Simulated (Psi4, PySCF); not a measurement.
Input for Psi4:
```
memory 2 GB

molecule mol {
0 1
  C     1.514040   -0.618147    0.973610
  Te    0.016371    0.196487   -0.354009
  C    -1.602055   -0.438292    0.929332
  H     1.380117   -1.687451    1.076459
  H     2.488665   -0.418553    0.549943
  H     1.443433   -0.149270    1.946781
  H    -1.594990   -1.515734    1.034184
  H    -2.534860   -0.128604    0.478562
  H    -1.505569    0.020941    1.904878
}

set basis sto-3g
set reference rhf
set scf_type pk
set puream true
set d_convergence 1e-8

energy('scf')
print_variables()
```

### Question
Write the same job for PySCF.

### Answer
One answer among several that fit: 
```python
from pyscf import gto, scf

mol = gto.M(
    atom='''
C     1.51403960   -0.61814695    0.97361016
Te    0.01637111    0.19648656   -0.35400888
C    -1.60205503   -0.43829160    0.92933228
H     1.38011691   -1.68745138    1.07645886
H     2.48866467   -0.41855255    0.54994310
H     1.44343271   -0.14926988    1.94678120
H    -1.59498997   -1.51573359    1.03418433
H    -2.53486000   -0.12860379    0.47856174
H    -1.50556944    0.02094119    1.90487761
''',
    basis='sto-3g',
    verbose=4,
)

mf = scf.RHF(mol)
mf.kernel()
```

Both were run: Psi4 gave -6625.438405 Eh and PySCF -6625.438405 Eh, 0.000 mEh apart.
